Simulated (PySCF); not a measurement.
Coordinates in bohr (charge 0 multiplicity 1):
```
Si    0.0000    0.0000    0.0000
Cl    2.2358   -2.2358    2.2358
Cl   -2.2358   -2.2358   -2.2358
Cl    2.2358    2.2358   -2.2358
Cl   -2.2358    2.2358    2.2358
```

These are results of PySCF, B3LYP, basis Si def2-SVP, Cl def2-SVP (no relativity, density fitting), not measurements.

This geometry of SiCl4 is a stationary point at this level.

What is the point group?

Td.

Is it a minimum?

Yes: all harmonic wavenumbers are real.

List the harmonic modes with their infrared intensities.


| symmetry | ω (cm⁻¹) | IR (km/mol, summed over degenerate members) |
| --- | --- | --- |
| e | 144 | 0.0 |
| t2 | 215 | 22.0 |
| a1 | 411 | 0.0 |
| t2 | 621 | 554 |

What are the dipole moment and the gap between the highest occupied and lowest empty levels?

0.00 D and 8.21 eV.

In Td the vibrations span e + 2t2 + a1. The a1, e modes carry no infrared intensity, as symmetry demands.
